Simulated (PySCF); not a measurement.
**Polarisability and C₆ of Ni (nickel, neutral)**

[Ar] 3d8 4s1 4p1, one real determinant (an excited configuration). Calculation: PySCF 2.14, in ANO-RCC-VTZP (6s5p3d2f1g, 59 functions); scalar relativity by spin-free X2C-1e. Coupled (time-dependent) response in atomic units; α is the mean over directions. The basis has no added diffuse functions, which lowers α and C₆.

| method | mean α (bohr³) | α xx, yy, zz | C₆ (like pair) | S(−4) |
| --- | --- | --- | --- | --- |
| UHF | 38.26 | 35.35, 44.07, 35.35 | 244.7 | 1528 |
| PBE | 37.47 | 28.34, 55.72, 28.34 | 218.9 | 2302 |
| PBE0 | 37.02 | 29.86, 51.35, 29.86 | 223.0 | 1895 |

S(−4) is the Cauchy moment in α(ω) = α(0) + S(−4) ω² + …

α(iu) at PBE:

```
u (hartree)  α(iu) (bohr³)
          0          37.47
     0.0500          32.99
      0.100          26.32
      0.200          17.85
      0.300          13.19
      0.500          8.295
      0.750          5.420
       1.00          3.949
       1.50          2.528
       2.00          1.836
       3.00          1.126
       5.00         0.5452
```

A single London oscillator, α(iu) = α/(1 + u²/ω²), gives C₆ = (3/4) ω α². Matching the computed C₆ needs ω = 4 × 218.9 / (3 × 37.47²) = 0.208 hartree.

The components differ because the open shell of this determinant is not spherical; for a pure term their mean is the scalar polarisability.

⟨L²⟩ = 14.04 against 20 for a pure G term, so this real determinant mixes terms.
